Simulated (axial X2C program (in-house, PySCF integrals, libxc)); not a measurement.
## Potential curves of LiSb⁺, scalar-relativistic

Computed with an in-house all-electron X2C program for linear molecules (integrals from PySCF). Spin-free means the one-electron spin-free X2C Hamiltonian. Basis: Sb dyall-cv3z [11s12p8d4f1g], Li dyall-cv3z [7s8p2d] (cores contracted in-house); Gaussian nuclei, density fitting, unrestricted open shells. Masses: Sb 120.904 u, Li 7.016 u.

State: M_S = 3/2, Λ = 0 (beyond evenly filled blocks: σα, π+α, π-α). Energies in kJ/mol from the fragments at the same level (Sb + Li+). Fits are polynomials in 1 − R0/R over 0.85 to 1.23 times the lowest point R0.

```
 R (Å)   PBE50     MP2  CCSD(T)
2.5421  -39.32  -28.51         
2.6590  -46.85  -37.28   -38.62
2.7467  -49.98  -41.25   -42.56
2.8343  -51.55  -43.55   -44.82
2.9220  -51.87  -44.56   -45.78
3.0243  -51.13  -44.51   -45.68
3.1265  -49.50  -43.49   -44.59
3.2580  -46.53  -41.22   -42.24
3.4187  -42.16  -37.57         
3.6525  -35.32  -31.61
```

Correlated methods: 15 electrons correlated (number of frozen shells: Sb 4 s, 3 p, 1 d; Li 1 s), 233 virtual spin orbitals or spinors in MP2, 89 natural virtuals in coupled cluster.

Occupations by symmetry block were frozen at the best pattern of an incomplete PBE0 search. De is counted from the lowest determinant-based energies of the atoms at the same level, without counterpoise correction. CCSD and (T) use frozen natural virtuals with an MP2 correction for the truncation; (T) itself is uncorrected, so its De runs slightly low. PBE0 can misorder states that lie within some tenths of an eV, so this need not be the ground state of the molecule. The nearest other spin-free determinant of the search, M_S = 1/2, Λ = 1, lies 0.76 eV up at the distance of the search. Coupled cluster ran on the points near the minimum only. MP2 and coupled cluster on one determinant become unreliable at the stretched end.

Q: What are Re, ωe and De at the PBE50 level?

A: At PBE50, spin-free: Re = 2.907 Å, ωe ≈ 230 cm⁻¹, De = 0.54 eV to Sb + Li+; Be follows as 0.301 cm⁻¹.

Q: Fit the MP2 curve near its minimum: give the equilibrium distance, the harmonic wavenumber and the well depth.

A: At MP2, spin-free: Re = 2.967 Å, ωe ≈ 217 cm⁻¹, De = 0.46 eV to Sb + Li+; Be follows as 0.289 cm⁻¹.

Q: What are Re, ωe and De at the CCSD(T) level?

A: At CCSD(T), spin-free: Re = 2.962 Å, ωe ≈ 219 cm⁻¹, De = 0.48 eV to Sb + Li+; Be follows as 0.29 cm⁻¹.
